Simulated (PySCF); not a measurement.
ZrFH3, SMILES [ZrH3][F], multiplicity 1.

Geometry: PBE0-D3(BJ)/def2-TZVP. The multiplicity is an assumed one; no other spin state was optimised. The structure was generated by enumeration; whether it is a known compound was not checked. The def2 effective core potentials stand for the cores of Zr; spin–orbit coupling is left out.

Level of theory: PBE0/def2-TZVPD in PySCF.

Computed frontier levels, gap, dipole moment and polarisability:
```json
{
  "highest_occupied_level": "-8.60 eV",
  "lowest_empty_level": "-2.33 eV",
  "orbital_gap": "6.27 eV",
  "dipole_moment": "0.64 D",
  "quadrupole, principal values (traceless, Buckingham form, about the centre of nuclear charge)": "-0.18, -0.18, 0.35 D·Å",
  "mean_static_polarisability": "49.5 bohr³ (7.34 Å³)",
  "polarisability_principal_values": "45.6, 51.5, 51.5 bohr³"
}
```
